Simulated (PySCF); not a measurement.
CdI, SMILES [Cd][I] (connectivity only; charge and spin as stated), neutral, multiplicity 2.

Geometry optimised at B3LYP-D3(BJ)/def2-TZVP. The spin state was assumed, not searched. The def2 effective core potentials stand for the cores of Cd, I; spin–orbit coupling is left out.

Level of theory: IEF-PCM-PBE0/def2-TZVPD run with PySCF 2.14.0.

The values are the electrostatic part of the solvation free energy, E(continuum) − E(gas) at the gas-phase geometry, in a cavity of scaled van der Waals radii (PySCF's table); cavitation and dispersion terms are not included. A continuum can't describe solvent molecules that bind to the metal. The dipole moment in vacuum is 3.28 D.

Question: Estimate the values in water (ε = 78.36), methanol (ε = 32.61), 1-octanol (ε = 9.86). (An estimate is asked for; the answer gives what the named calculation found.)

Answer: 
```json
[
 {"solvent": "water", "ε": "78.36", "ΔG(elec) (kcal/mol)": "-11.7", "dipole (D)": "6.61"},
 {"solvent": "methanol", "ε": "32.61", "ΔG(elec) (kcal/mol)": "-11.3", "dipole (D)": "6.49"},
 {"solvent": "1-octanol", "ε": "9.86", "ΔG(elec) (kcal/mol)": "-9.9", "dipole (D)": "6.07"}
]
```
